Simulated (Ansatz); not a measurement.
Basis-set extrapolation for `O[SiH2]O[SiH]1C=C1` (PBE0-D4/def2-TZVP geometry, frozen core, the Gaussian-basis code of Ansatz). Multiplicity 1, RHF reference.

```
                      def2-TZVPP   def2-QZVPP
                 HF  -807.031743  -807.061717
    MP2 correlation    -1.015508    -1.092922
CCSD(T) correlation    -1.097617      not run
```

Energies in hartree. Use E(X) = E(∞) + A·exp(−7.88·√X) for Hartree–Fock and E(X) = E(∞) + B·X^(−2.97) for correlation, with X = 3 and 4, and add CCSD(T) minus MP2 of the smaller set to the MP2 limit.

Question: What is the CCSD(T) energy at the basis-set limit?

Answer: HF limit: -807.061717 + (-0.029974) × 0.13774 = -807.06585. MP2 limit: -1.092922 + (-0.077414) × 0.74074 = -1.15027. Higher-order term: -1.097617 − (-1.015508) = -0.08211. Total: -808.29823 hartree, 443.4 kJ/mol below CCSD(T)/def2-TZVPP.
